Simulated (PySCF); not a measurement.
PySCF 2.14 output of an unrestricted PBE0 calculation on a single atom or ion in x2c-TZVPPall, with the spin-free X2C one-electron Hamiltonian (Gaussian nucleus):

```
SCF conv_tol = 1e-09
number electrons alpha = 36  beta = 33
    C. Adamo and V. Barone.,  J. Chem. Phys. 110, 6158 (1999)
    M. Ernzerhof and G. E. Scuseria.,  J. Chem. Phys. 110, 5029 (1999)
cycle= 1 E= -14059.0729655566  delta_E= -0.0145  |g|= 0.47  |ddm|= 0.371
cycle= 2 E= -14059.024915058  delta_E= 0.0481  |g|= 0.944  |ddm|= 0.394
cycle= 3 E= -14059.0900155237  delta_E= -0.0651  |g|= 0.0175  |ddm|= 0.238
cycle= 4 E= -14059.0900500547  delta_E= -3.45e-05  |g|= 0.00349  |ddm|= 0.00924
cycle= 5 E= -14059.0900513234  delta_E= -1.27e-06  |g|= 0.000147  |ddm|= 0.00251
cycle= 6 E= -14059.0900513301  delta_E= -6.73e-09  |g|= 3.2e-05  |ddm|= 0.000227
cycle= 7 E= -14059.0900513303  delta_E= -1.56e-10  |g|= 2.02e-06  |ddm|= 3.91e-05
converged SCF energy = -14059.0900513303  <S^2> = 3.7507368  2S+1 = 4.0003684
```

The run itself started from symmetry-adapted Hartree-Fock orbitals and held the occupation by maximum overlap, on a logarithmic radial grid, so the iterations belong to that start.

Task: Which element, charge and spin multiplicity is this?

Result: Yb⁺ (ytterbium, charge +1), multiplicity 4; the state was [Xe] 4f13 5d1 6s1, one real determinant (an excited configuration).

⟨L²⟩ = 18.01 against 30 for a pure H term, so this real determinant mixes terms. Spin-orbit coupling, absent here, splits the open shell strongly.
